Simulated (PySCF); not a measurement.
Molecule: SMILES O=C(O)C1=C[C@@H]2C=C[C@H]12, C7H6O2.

Bonds (- single, = double, # triple, : aromatic): O1=C2, C2-O3, C2-C4, C4=C5, C5-C6, C6-C7, C7=C8, C8-C9, C9-C4, C9-C6. O3 carries H10; C5 carries H11; C6 carries H12; C7 carries H13; C8 carries H14; C9 carries H15. Stereochemistry as in O=C(O)C1=C[C@@H]2C=C[C@H]12.

Frames of a GFN2-xTB Langevin trajectory at 300 K; GIAO PBE0/pcSseg-1 shieldings in PySCF 2.14, gas phase, non-relativistic; equivalent atoms averaged within each frame.

Chemical shifts δ = σref − σ; 17O (σref 336.08) vs H2O; TMS for 13C (σref 186.93), 1H (σref 31.72), all at this level. The references are static minima.

How do the shifts (ppm) fluctuate along the trajectory?

Results:


```tsv
time (fs)	O1	O3	C2	C5	C4	C7	C8	C9	C6	H11
optimised geometry	429.1	208.7	166.2	169.8	155.2	152.0	155.6	53.5	49.6	7.92
250	433.4	204.2	167.0	162.2	159.1	150.4	148.0	58.6	44.3	7.88
425	430.5	213.1	166.4	169.0	161.0	149.3	160.8	59.6	59.7	7.81
625	433.2	230.9	167.3	165.0	158.3	146.2	158.2	52.4	52.6	7.19
800	460.8	237.8	174.0	170.3	143.4	153.8	146.1	48.2	56.4	8.72
1000	448.5	201.0	168.7	168.8	149.9	155.3	152.8	51.7	52.8	7.76
mean of frames	441.3	217.4	168.7	167.1	154.3	151.0	153.2	54.1	53.2	7.87
standard deviation	13.0	16.3	3.1	3.3	7.5	3.6	6.3	4.9	5.7	0.55
```

5 frames give an uncertainty of the mean of about the standard deviation over 2.2 at best, since frames this close in time may not be independent; classical motion lacks zero-point vibration, and the reference would need the same averaging.
